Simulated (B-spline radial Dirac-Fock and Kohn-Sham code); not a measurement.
# Dipole and non-dipole photoemission parameters of Ni²⁺ 2p3/2

System: Ni²⁺, [Ar] 3d8; threshold 887.0 eV (orbital energy of the model). The computed values come from an atomic code on a B-spline grid: Dirac-Hartree-Slater photoionisation with a Latter tail; cross sections with all multipoles, angular parameters from the dipole term and its interference with E2.

The run's input, task.json:

```json
{"items": [{
  "Z": 28,
  "q": 2,
  "cfg": [[1, 0, 2], [2, 0, 2], [2, 1, 6], [3, 0, 2], [3, 1, 6], [3, 2, 8]],
  "A": 58,
  "rrms": 3.7757,
  "do": "xps",
  "hv": [54.3, 58.0, 59.5, 73.1, 78.3, 80, 83.7, 87.6, 136.0, 150, 300, 301.0, 379.0, 382.0, 400, 607.0, 842.0, 844.0, 1000, 1010.0, 1486.9, 1720.0, 2000, 2160.0, 3260.0, 3800.0, 8850.0, 10800.0, 13600.0, 15000]
}]}
```

Command: `python xray2_run.py task.json out`

For linearly polarised light dσ/dΩ = σ/(4π) [1 + β P₂(cos θ) + (δ + γ cos²θ) sin θ cos φ], with θ from the polarisation vector and φ the angle between the beam and the projection of the electron momentum on the plane normal to the polarisation.

| hν (eV) | σ (kb) | β | γ | δ |
| --- | --- | --- | --- | --- |
| 1000 | 554 | 1.125 | -0.117 | 0.008 |
| 1010 | 539 | 1.149 | -0.115 | 0.008 |
| 1486.9 | 199 | 1.458 | 0.156 | 0.023 |
| 1720 | 134 | 1.469 | 0.275 | 0.027 |
| 2000 | 87.8 | 1.457 | 0.399 | 0.032 |
| 2160 | 70.5 | 1.445 | 0.462 | 0.035 |
| 3260 | 20.9 | 1.331 | 0.782 | 0.056 |
| 3800 | ? | ? | ? | ? |
| 8850 | 0.838 | 0.873 | 1.402 | 0.176 |
| 10800 | 0.425 | 0.772 | 1.493 | 0.215 |
| 13600 | 0.190 | 0.657 | 1.585 | 0.269 |
| 15000 | 0.135 | 0.609 | 1.621 | 0.294 |

Task: Give the values at 3800 eV.

Result: σ = 13.0 kb, β = 1.273, γ = 0.893, δ = 0.067.
